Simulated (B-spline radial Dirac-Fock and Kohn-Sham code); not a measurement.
# Au³²⁺: scattering cross sections and density moments

System: gold as Au³²⁺, configuration 1s2 2s2 2p6 3s2 3p6 3d10 4s2 4p6 4d10 4f1.

Level of theory: Dirac-Fock orbitals of the configuration average with a finite nucleus; an atomic code on a B-spline grid.

```
Sum of ⟨r⟩                          : 11.31 bohr
Sum of ⟨r²⟩                         : 4.163 bohr²
Sum of ⟨1/r⟩                        : 562.83 per bohr
Langevin diamagnetic susceptibility : -3.30 × 10⁻⁶ cm³/mol
Lamb shielding (α²/3)Σ⟨1/r⟩         : 9990 ppm
```

Coherent scattering is the Thomson cross section weighted by f₀², without anomalous dispersion; incoherent scattering is Klein-Nishina weighted by S. The Lamb formula is the non-relativistic shielding expression. Electron correlation is left out. A dash stands where the photon energy is too low for the impulse approximation behind that column.

```
hν (keV)  coherent (b)  incoherent (b)  incoherent per electron (b)
       1          1463               –                            –
       5          1327               –                            –
      10          1025           3.688                       0.0785
      20         560.2           8.430                        0.179
      30         352.9           11.79                        0.251
      50         175.3           15.35                        0.327
     200         17.63           16.93                        0.360
    1000        0.8489           9.772                        0.208
```

Incoherent scattering overtakes coherent scattering between 200 and 1000 keV.

Values without a named source are computed, but for edge energies of neutral atoms, which are taken from tables.
